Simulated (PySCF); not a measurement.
# Spinor energies of Sr²⁺ (strontium, charge +2)

Start: [Kr]. Calculated with PySCF 2.14 in x2c-SVPall-2c (6s7p6d1f, 64 functions): generalised Hartree-Fock with the X2C-1e Hamiltonian and a Gaussian nucleus; one run each with spin-orbit coupling (SO) switched off, then screened by Boettger's factors.

| spinor shell | electrons | ε, spin-free (eV) | ε, screened SO (eV) | weight of nominal j (screened SO) | rms radius, screened SO (bohr) |
| --- | --- | --- | --- | --- | --- |
| 1s1/2 | 2 | -16209.0 | -16208.4 | 1.000 | 0.0451 |
| 2s1/2 | 2 | -2274.2 | -2274.1 | 1.000 | 0.187 |
| 2p1/2 | 2 | -2017.3 | -2064.5 | 1.000 | 0.164 |
| 2p3/2 | 4 | -2017.3 | -1994.8 | 1.000 | 0.167 |
| 3s1/2 | 2 | -393.35 | -393.31 | 1.000 | 0.524 |
| 3p1/2 | 2 | -307.63 | -315.19 | 1.000 | 0.527 |
| 3p3/2 | 4 | -307.63 | -304.02 | 1.000 | 0.538 |
| 3d3/2 | 4 | -165.90 | -167.03 | 1.000 | 0.545 |
| 4s1/2 | 2 | -66.444 | -66.438 | 1.000 | 1.46 |
| 4p1/2 | 2 | -43.286 | -44.112 | 1.000 | 1.66 |
| 4p3/2 | 4 | -43.286 | -42.886 | 1.000 | 1.68 |

(1) Where does 3d5/2 lie, and what is the 3d spin-orbit splitting (screened SO)?

| quantity | spin-free | screened SO |
| --- | --- | --- |
| E (hartree) | -3176.35378 | -3176.58799 |
| M_J | 0 | 0 |
| ⟨J²⟩ | 0.000 | 0.000 |
| ⟨L²⟩ | 0.000 | 0.004 |
| ⟨S²⟩ | 0.000 | 0.004 |

Breit and QED terms are absent; they matter most for the inner s and p1/2 levels.

Densities and radii are taken from the X2C orbitals without a picture-change correction, which distorts them close to the nucleus.

Without spin-orbit coupling the j labels of p, d and f shells carry no meaning; the spin-free column gives the mean over the occupied spinors of each nl shell.

## Answers

(1) At -165.11 eV, 1.916 eV above 3d3/2.
